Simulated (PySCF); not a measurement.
**Dipole moment and polarisability of `C=CC#CC1CCC1`**

Species: C8H10.
Structure used (PBE0-D3(BJ)/def2-SVP), in Å, numbered top down from 1:
```
atom  x, y, z in Å
C1     2.416   -0.918    3.224
C2     1.909   -1.559    2.160
C3     1.217   -0.935    1.086
C4     0.621   -0.430    0.152
C5    -0.112    0.180   -0.938
C6    -0.860    1.519   -0.708
C7    -1.982    1.000   -1.625
C8    -1.467   -0.430   -1.387
H9     2.324    0.166    3.334
H10    2.938   -1.467    4.012
H11    2.026   -2.648    2.090
H12    0.552    0.277   -1.815
H13   -0.335    2.444   -0.986
H14   -1.191    1.600    0.338
H15   -3.021    1.224   -1.341
H16   -1.832    1.317   -2.668
H17   -1.448   -1.134   -2.231
H18   -1.972   -0.911   -0.536
```

Level: CAM-B3LYP/def2-SVPD (PySCF), static field, nuclei fixed, core orbitals frozen in the response. The polarisability tensor in these axes (au):

```
x    95.73 -10.97  35.53
y   -10.97  85.87 -11.26
z    35.53 -11.26 117.46
```

Problem. What are the eigenvalues, a third of the trace, and Δα (Δα² = ½Σ(αi − αj)² over the three pairs)?

Solution. Principal values 69.11, 82.27 and 147.68 au; mean 99.69 au = 14.77 Å³ = 16.44 × 10⁻⁴⁰ C²·m²/J; Δα = 72.89 au (73 % of the mean).

Problem. What is the dipole moment, and where does it point?

Solution. (-0.46, 0.29, -0.43) D, 0.69 D in size, pointing from the negative to the positive side. Measured along this direction, the outermost atoms are H10 at the negative end and H16 and H15 at the positive end.

Problem. Orientational against electronic polarisability at 273 K (dilute gas, rigid molecules)?

Solution. In Gaussian units μ²/3kT = 4.20 Å³ against 14.77 Å³, a ratio of 0.28; the Debye molar polarisation (4π/3)N_A(α + μ²/3kT) is 47.9 cm³/mol, leaving out the vibrational part.

Problem. Find the Langevin capture rate constant for NO+ (29.998 u) meeting this molecule (106.078 u), k = 2.342 × 10⁻⁹ cm³/s × √(α in Å³ / reduced mass in u).

Solution. The reduced mass is 23.38 u, so k = 1.86 × 10⁻⁹ cm³/s. The formula leaves out the permanent dipole, which adds to the capture rate.

Problem. What would n − 1 = 2πNα be for an ideal gas of these molecules at 400 K and 1 atm, electronic part alone?

Solution. N = p/kT = 1.8347 × 10¹⁹ cm⁻³, so n − 1 = 2π × N × 14.77 × 10⁻²⁴ cm³ = 1703 × 10⁻⁶ at long wavelengths, for an ideal gas.

Isolated species at its PBE0-D3(BJ)/def2-SVP geometry (one conformer only).
